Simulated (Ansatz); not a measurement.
Consider the silylene formation by 1,1-elimination: `BO[SiH2]C` → `BOC` + `[SiH2]`.

Calculated with Ansatz (gas phase, PBE0-D4/def2-TZVP geometries, no zero-point term in ΔE). CBS: MP2 limit from def2 TZ/QZ plus the TZ coupled-cluster correction, frozen cores. This one scheme is used for every species. DFT in def2-TZVPP. Each species was taken in one conformer, which may not be the lowest.

**Question.** Is it downhill or uphill in electronic energy at CCSD(T)/CBS, and by how much? (An estimate is asked.)

**Answer.** The calculation gave: Uphill: ΔE = +99.6 kcal/mol.

**Question.** What do these levels give: B97M-V, CAM-B3LYP-D4, ωB97M-V, PBE-QIDH, PBE, BLYP, r2SCANh, HF/def2-SVP, HF/def2-QZVPP, HF/CBS(def2), MP2/CBS(def2), CCSD/CBS(def2)? (Best estimate.)

**Answer.** Computed: B97M-V 98.5, CAM-B3LYP-D4 99.5, ωB97M-V 98.1, PBE-QIDH 103.2, PBE 94.5, BLYP 89.6, r2SCANh 103.7, HF/def2-SVP 90.6, HF/def2-QZVPP 96.8, HF/CBS(def2) 96.9, MP2/CBS(def2) 106.3, CCSD/CBS(def2) 99.1 kcal/mol.

**Question.** What do rigid-rotor, harmonic-oscillator terms from PBE0-D4/def2-TZVP frequencies (298.15 K, 1 bar) make of the CCSD(T)/CBS value? (Estimate.)

**Answer.** The calculation gave: ΔZPE = -2.7 kcal/mol, ΔH = +97.8 kcal/mol, ΔS = 144 J/(mol·K), ΔG = +87.5 kcal/mol.

Largest T1 diagnostic among the species: 0.014.

In def2-TZVPP, CCSD(T) changes the Hartree–Fock value by +0.8 kcal/mol (the triples alone add +0.5 kcal/mol) and MP2 by +7.5 kcal/mol. From PBE to PBE0 (25 % exact exchange), in def2-TZVPP and without D4, ΔE moves by +3.9 kcal/mol. The D4 term adds +2.8 kcal/mol with B3LYP and +1.5 kcal/mol with PBE0; it sums over pairs of atoms, weighted by their polarisabilities, and B3LYP, whose exchange is more repulsive, gets the larger term.

B3LYP here is the variant with VWN-RPA as its local correlation; programs differ in this.
